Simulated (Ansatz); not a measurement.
A structure relaxed at PBE0-D4/def2-TZVP in Ansatz, charge 0, singlet:

```xyz
3

Ge   -0.1137    0.4110    0.9877
O     0.7930    0.0034   -0.4960
O    -0.6793   -0.4143   -0.4917
```

**Question.** Give its formula and point group.

**Answer.** the cluster GeO₂. Point group C2v (tolerance 0.1 Å).

**Question.** Summarise the bond lengths by kind (pairs closer than 1.2 times the sum of covalent radii, bridged metal pairs left out).

**Answer.** 2 × Ge–O 1.79 Å; 1 × O–O 1.53 Å.

The structure holds 1 bond(s) between oxygen atoms. The restricted singlet is unstable towards broken spin symmetry in Hartree–Fock (as tested in another run); at PBE0-D4/def2-TZVP this wasn't settled. Another isomer (singlet) lies 1.18 eV lower at PBE0-D4/def2-TZVP; other spin states weren't run for this one.
